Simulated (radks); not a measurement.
The numbers below are computed, except where a source is named.
Fractional charge and spin in the 4s shell of manganese: the spin-up occupation runs from 0 to 1 and the spin-down occupation from 0 to 1; the fullest corner is Mn, [Ar] 3d(up 2.5, down 2.5) 4s(up 1, down 1). Level of theory: non-relativistic Kohn-Sham, BLYP, spin-polarised, spherical densities, point nucleus (a radial shooting solver on a logarithmic mesh with Libxc functionals). Energy (eV) minus the two flat planes that join the four corners (they meet along the diagonal where the two added fractions sum to one electron); zero is where a piecewise linear energy would lie.

down \ up,0,0.25,0.5,0.75,1
0,0.000,-0.692,-0.919,-0.686,0.000
0.25,-0.692,-0.864,-0.583,0.145,-0.610
0.5,-0.919,-0.583,0.195,-0.517,-0.805
0.75,-0.686,0.145,-0.517,-0.761,-0.597
1,0.000,-0.610,-0.805,-0.597,0.000

Corners above the fullest one (they belong to Mn+ and the next ion): (up 1, down 0) 8.094 eV, (up 0, down 1) 8.094 eV, (up 0, down 0) 23.880 eV. With half an added electron in each spin the energy lies 0.195 eV from the planes, and with half an added electron in spin up alone -0.919 eV. The planes are only a guide here: the flat-plane condition holds for ground states with one frontier orbital, while other shells are open and held unpolarised.
